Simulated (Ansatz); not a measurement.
Mulliken charges of `ClCI` from PBE/def2-TZVPP in Ansatz (PBE0-D4/def2-TZVP geometry).

```tsv
atom	x (Å)	y (Å)	z (Å)	charge (e)
Cl1	-1.472	0.179	0.860	-0.088
C2	-0.051	0.088	-0.164	-0.239
I3	1.564	-1.015	0.695	-0.034
H4	0.321	1.090	-0.344	0.180
H5	-0.312	-0.416	-1.088	0.180
```

Problem. By hand: the dipole of these point charges (1 e Å = 4.8032 D).

Solution. Σ q r = (0.090, 0.119, -0.318) e Å, of length 0.351 e Å = 1.69 D.

Problem. How does the dipole of the full density compare? (Estimate.)

Solution. Ansatz gave: (0.025, 0.116, -0.256) e Å, 1.36 D; the point charges give 1.24 times that, at 10° from its direction.

Point charges leave out the atoms' own dipoles, such as those of lone pairs, and Mulliken's split depends on the basis, so the two needn't agree.
